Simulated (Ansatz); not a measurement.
```yaml
crystal:
  periodic: [false, false, false]
  atoms:
    - {symbol: O, position_ang: [0.883038, -0.997584, 1.311479]}
    - {symbol: C, position_ang: [0.000714, -1.248825, 0.565324]}
    - {symbol: O, position_ang: [-0.538096, -0.398617, -0.361841]}
    - {symbol: C, position_ang: [-0.037979, 0.878257, -0.471195]}
    - {symbol: F, position_ang: [-0.729375, 1.471363, -1.427821]}
    - {symbol: F, position_ang: [-0.188702, 1.561890, 0.650810]}
    - {symbol: F, position_ang: [-0.488620, -2.150771, 0.784530]}
    - {symbol: H, position_ang: [-0.538620, -2.200771, 0.484530]}
basis:
  gaussian: {orbitals: "6-31G*", fitting: {mean_field: def2-universal-jkfit}, final_grid: {core_spheres: 8, valence_spheres: 7, degree: 23}}
magnetization: {spin_polarized: true, initial_magnetization: 0}
hamiltonian: {xc: {name: wB97M-V}, pseudopotentials: {relativity: scalar}}
```

```sh
$ ansatz run in.yaml --threads 4 --pin off --events-out ev --progress --plain --max-ram 10444MiB
```

Shortened log:

```
Functional definition: wB97M-V
553 factors; integrals over basis functions are off by at most 5.1e-2 eV
553 factors; integrals over basis functions are off by at most 3.0e-7 eV
mean field evaluation 1: about -14217.4191 eV, gradient 5.1e1 eV
mean field evaluation 2: about -14217.2217 eV, gradient 5.6e1 eV
mean field evaluation 4: about -14226.6269 eV, gradient 3.3e0 eV
mean field evaluation 8: about -14226.7227 eV, gradient 1.6e-1 eV
mean field evaluation 16: about -14226.7222 eV, gradient 1.2e-3 eV
mean field -14226.92903518 eV, -522.8299986841 hartree, gradient 1.3e-5 eV, S^2 0.568529; 5 other end points of the search recorded, 0 dependent functions left out
reference -14226.92904899 eV, -522.8299991915 hartree; 28, 28 occupied and 79, 79 virtual orbitals, 553 factors
Total energy: -14226.92904899 eV, -522.8299991915 hartree
Relativity: scalar
```

Task: What is wrong with this run?

Result: One atom was put on top of another. The calculation finished and met its thresholds. The result belongs to that input, not to the molecule as meant.
